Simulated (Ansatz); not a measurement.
GeH7NSi, SMILES [NH]([GeH3])[SiH3].

Geometry: B3LYP-D3(BJ)/def2-SVP. The structure was generated by enumeration, and PubChem lists no compound with its InChIKey, so it may never have been made.

Two levels are set side by side: PBE/def2-SVPD (Ansatz, a quantum-chemistry and plane-wave program) and PBE0/def2-SVPD (Ansatz). Energy differences of separate SCF runs at the same geometry; the states with an electron removed or added have multiplicity 2 and 2. Differences are taken from unrounded values.

| quantity | PBE |
|---|---|
| vertical ionisation energy (eV) | 8.96 |
| vertical singlet–triplet gap (eV) | 4.97 |

Task: These are the PBE values. What does PBE0 give? (Estimate from the structure and the level; the computed values follow.)

Result: 
```
quantity                           PBE0  PBE minus PBE0
---------------------------------  ----  --------------
vertical ionisation energy (eV)    9.18           -0.22
vertical singlet–triplet gap (eV)  5.30           -0.33
```
